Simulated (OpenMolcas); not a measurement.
**OpenMolcas input wanted**

[SiNH4O2]+: 8 atoms, total charge +1, spin state singlet. As SMILES of the parent species, `N[Si](O)O`. Geometry: relaxed at PBE0-D4/def2-TZVP. This is one conformer, not always the lowest. That shape belongs to the parent species and isn't relaxed for this state.

```xyz
8

N    -0.4980    1.2670    0.1293
Si    0.0960   -0.2436   -0.3760
O     1.6416   -0.2883    0.2026
O    -0.9565   -1.3347    0.2779
H     0.0712    2.0940    0.0651
H    -1.4836    1.4674    0.1105
H     2.2509   -0.8480   -0.2809
H    -1.0294   -2.1710   -0.1842
```

Settings wanted:

```
method                    : DFT
reference                 : RKS
integral approximation    : none
basis set                 : cc-pVDZ
task                      : energy
functional                : BLYP
nucleus                   : point
integration grid          : UltraFine
SCF convergence threshold : 1e-10
```

Problem. Give an OpenMolcas 26.06 job that does this.

Solution. One that was run (others would do as well):

run.inp:
```
>>> EXPORT MOLCAS_PRINT=2

&GATEWAY
  BASLIB = $CurrDir
  COORD
  8
  bohr
  N     -0.94108361     2.39428300     0.24434159
  Si     0.18141371    -0.46033728    -0.71053702
  O      3.10217441    -0.54480804     0.38285851
  O     -1.80752304    -2.52221746     0.52515489
  H      0.13454850     3.95708650     0.12302117
  H     -2.80359768     2.77298412     0.20881474
  H      4.25358453    -1.60248775    -0.53082407
  H     -1.94528407    -4.10259542    -0.34808755
  BASIS = cc-pVDZ
  GROUP = NoSym

&SEWARD
  GRIDINPUT
  Grid=UltraFine
  End of Grid

&SCF
  CHARGE = 1
  KSDFT = BLYP
  THRESHOLDS = 1e-10 1e-07 1e-07 1e-05
  PRORBITALS = 1 1
```

```bash
$ export MOLCAS_MEM=1860
$ pymolcas run.inp > run.log
```

(Basis files named in the input come from the Basis Set Exchange and aren't shown.)

Calculated total energy: -496.85215 Eh.
